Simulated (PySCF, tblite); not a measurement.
Species: C4H7PSi.
Z-matrix (Å and degrees, GFN2-xTB geometry), rows numbered from 1:
```
C 
C   1  1.3268
P   2  1.8198  1  122.01
C   3  1.6467  2   98.03  1  -179.29
C   4  1.2940  3  173.71  2  -132.12
Si  5  1.8951  4  124.06  3    43.51
H   1  1.0780  2  121.74  3     0.21
H   1  1.0783  2  121.95  3  -179.78
H   2  1.0823  1  121.25  3   179.74
H   5  1.0848  4  120.30  3  -138.33
H   6  1.4664  5  107.61  4   116.39
H   6  1.4648  5  107.51  4  -125.15
H   6  1.4602  5  109.63  4    -4.11
```

The calculation used PBE0/pcSseg-1 in PySCF (dipole) on a GFN2-xTB geometry, gas phase.

Masses are those of the commonest isotopes; rigid-rotor values at the optimised geometry. The values belong to one conformer with, in the numbering `[CH2:1]=[CH:2][P:3]=[C:4]=[CH:5][SiH3:6]`, C1–C2–P3–C4 -179°.

(1) Give the principal moments of inertia and the rotational constants in MHz.

(2) Classify the top.

(3) What does the inertial defect say?

(4) Which types of transition are allowed, and where do some lines up to J = 3 fall?

Answers

(1) Ia = 81.87, Ib = 562.28, Ic = 601.96 u·Å²; 505379 MHz·u·Å²/I gives A = 6173, B = 898.8, C = 839.6 MHz.

(2) A near-prolate asymmetric top; Ray's κ = -0.978.

(3) Not planar: Δ = Ic − Ia − Ib = -42.19 u·Å². For a rigid frame Δ = −2 Σ m c², so Σ m c² = 21.10 u·Å² lies off the ab plane: 7.06 from hydrogen and 14.04 from heavier atoms. The atom farthest from that plane is 1.74 Å away.

(4) The dipole components are |μa| = 0.56 D, |μb| = 1.01 D, |μc| = 0.55 D. The squared components, which scale the intensities, stand as 0.31 : 1.00 : 0.29 (a : b : c). Some lines, for components of 0.1 D or more:

```
type  branch         J(Ka,Kc)    MHz  lower level (cm⁻¹)
   a       R  2(1,2) ← 1(1,1)   3417               0.234
   a       R  3(1,3) ← 2(1,2)   5126               0.348
   a       R  3(0,3) ← 2(0,2)   5213               0.174
   a       R  3(2,2) ← 2(2,1)   5215               0.882
   a       R  3(2,1) ← 2(2,0)   5217               0.882
   c       Q  1(1,1) ← 1(0,1)   5274               0.058
   c       R  1(1,0) ← 0(0,0)   7072               0.000
   c       R  2(1,1) ← 1(0,1)   8869               0.058
   c       R  3(1,2) ← 2(0,2)  10697               0.174
   b       Q  2(2,1) ← 2(1,2)  16001               0.348
   b       R  2(2,0) ← 1(1,1)  19418               0.234
   b       R  3(2,2) ← 2(1,1)  21038               0.354
   c       R  3(2,2) ← 2(1,2)  21216               0.348
   b       Q  3(3,1) ← 3(2,2)  26520               1.056
   b       R  3(3,1) ← 2(2,0)  31734               0.882
   b       R  3(3,0) ← 2(2,1)  31735               0.882
```

Its GFN2-xTB frequencies are all real (lowest 55 cm⁻¹). These are rigid-rotor constants of the computed structure; measured ground-state constants (B0) also hold zero-point vibration. A rigid rotor knows nothing of internal rotation, which can split or shift real lines.
